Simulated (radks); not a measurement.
The mean radii <r> (bohr) of the occupied orbitals of an atom or ion are listed with their occupations. Calculated with a radial shooting solver on a logarithmic mesh with Libxc functionals: Dirac Kohn-Sham, PBE, spin-unpolarised, spherical densities, point nucleus.

orbital  occ.      <r>
1s1/2       2  0.02722
2s1/2       2   0.1167
2p1/2       2  0.09846
2p3/2       4   0.1041
3s1/2       2   0.3137
3p1/2       2   0.3039
3p3/2       4   0.3154
3d3/2       4   0.2863
3d5/2       6   0.2899
4s1/2       2   0.7364
4p1/2       2   0.7676
4p3/2       4   0.7949
4d3/2       4   0.8963
4d5/2       5   0.9068
5s1/2       2    1.818
5p1/2       2    2.066
5p3/2       1    2.141
4f5/2       1    2.891

Name the element and its charge. Open shells, if any, fill j = l - 1/2 first.

Answer. Z = 53, iodine, charge +2: I2+ in [Kr] 4d9 5s2 5p3 4f1. The 1s radius gives Z: for a bare nucleus <r> = (2 gamma + 1)/(2Z) with gamma = sqrt(1 - (Z/c)^2), 0.02683 bohr for Z = 53, and screening makes it slightly larger (0.02722 here). The occupations add up to 51, and the charge is Z minus that.
